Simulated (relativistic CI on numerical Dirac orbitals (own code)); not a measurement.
# Pd4+: M2,3 absorption edge

Computed with this model: Dirac-Coulomb-Breit CI, separate exchange-only KLI orbitals for each configuration, model QED (radiative potential, 1s self-energy scaled to tabulated hydrogen-like ionisation energies), valence Slater integrals scaled by 0.7, multiplet model of core-to-valence dipole absorption; configurations [Kr] 4d6 → [Ne] 3s2 3p5 3d10 4s2 4p6 4d7; 300 K; Lorentzian 1.2 eV and Gaussian 0.4 eV FWHM. Energies are those of the free ion, without screening or charge transfer. The branching ratio is the share of the lower-energy edge in the whole absorption, uncertain by about 0.02 where the edges overlap. S is read from ⟨S²⟩ = S(S + 1).

Field parameters in Wybourne normalisation: D3d B²₀ = −7Dσ, B⁴₀ = −14Dq − 21Dτ, B⁴₃ = −14√(10/7) Dq. The field is a parameter set, without covalency.

Case free ion, the dichroism is that of the ground state at zero temperature, magnetised by exchange field 10 meV on Sz. The dichroism I(Δm = −1) − I(Δm = +1), over the sum of the three polarisations, integrates to -0.2465 on the lower edge and -0.0090 on the upper edge. The branching ratio is 0.852.

(1) Use the orbital sum rule with 4 holes to get ⟨Lz⟩.

Answers

(1) For a p → d edge ⟨Lz⟩ = 2 × n_h × (sum of both integrals) in this sign convention = -2.04; the ground state itself has ⟨Lz⟩ = -2.04 and ⟨Sz⟩ = -1.96. The rule assumes one radial integral for both edges, which relativistic orbitals only approach.
